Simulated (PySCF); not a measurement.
## B⁺: excitation energy

B⁺ [He] 2s2 (1S) → B⁺ [He] 2p2 (3P), as a difference of total energies. Computed with PySCF 2.14 in def2-QZVPPD (8s4p4d2f1g, 63 functions), with the non-relativistic Hamiltonian (point nucleus). Correlated levels: valence: 1s2 frozen; valence and next inner shell: nothing frozen. The calculations carry no spin-orbit coupling.

```json
{"method": "UHF", "excitation energy (eV)": "10.944", "error (eV)": "-1.321"}
{"method": "LDA", "excitation energy (eV)": "9.967", "error (eV)": "-2.298"}
{"method": "PBE", "excitation energy (eV)": "10.008", "error (eV)": "-2.257"}
{"method": "PBE0", "excitation energy (eV)": "10.413", "error (eV)": "-1.852"}
{"method": "r2SCAN", "excitation energy (eV)": "10.110", "error (eV)": "-2.155"}
{"method": "M06", "excitation energy (eV)": "10.285", "error (eV)": "-1.980"}
{"method": "TPSSh", "excitation energy (eV)": "10.478", "error (eV)": "-1.787"}
{"method": "wB97X", "excitation energy (eV)": "10.564", "error (eV)": "-1.701"}
{"method": "HSE06", "excitation energy (eV)": "10.372", "error (eV)": "-1.893"}
{"method": "MP2 (valence)", "excitation energy (eV)": "11.773", "error (eV)": "-0.492"}
{"method": "SCS-MP2 (valence)", "excitation energy (eV)": "12.107", "error (eV)": "-0.158"}
{"method": "MP2 (valence and next inner shell)", "excitation energy (eV)": "11.710", "error (eV)": "-0.555"}
{"method": "SCS-MP2 (valence and next inner shell)", "excitation energy (eV)": "12.064", "error (eV)": "-0.201"}
```

Reference: 12.265 eV (measured; NIST levels, between the centres of gravity of the two terms).

Errors of the correlated levels include the incompleteness of this basis and the frozen core.
